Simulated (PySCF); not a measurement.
This script is equivalent to a calculation on Ne³⁺ (neon, charge +3).

```python
from pyscf import gto, scf, dft, mp, cc
import basis_set_exchange as bse
mol = gto.M(atom="Ne 0 0 0", charge=3, spin=3, symmetry="D2h",
            basis=gto.basis.parse(bse.get_basis("x2c-SVPall", elements=["Ne"], fmt="nwchem", header=False)),
            nucmod="G")
mf = scf.UHF(mol).sfx2c1e()
mf.irrep_nelec = {'Ag': (2, 2), 'B1u': (1, 0), 'B2u': (1, 0), 'B3u': (1, 0)}
mf.kernel()
```

(1) What total energy does it give?

(2) Which occupied shell lies highest, and where?

(3) What is ⟨S²⟩, and what would a pure spin state give?

## Answers

(1) -124.05941 hartree (calculated).

(2) 2p α, at -98.528 eV.

(3) 3.753, against 3.75.
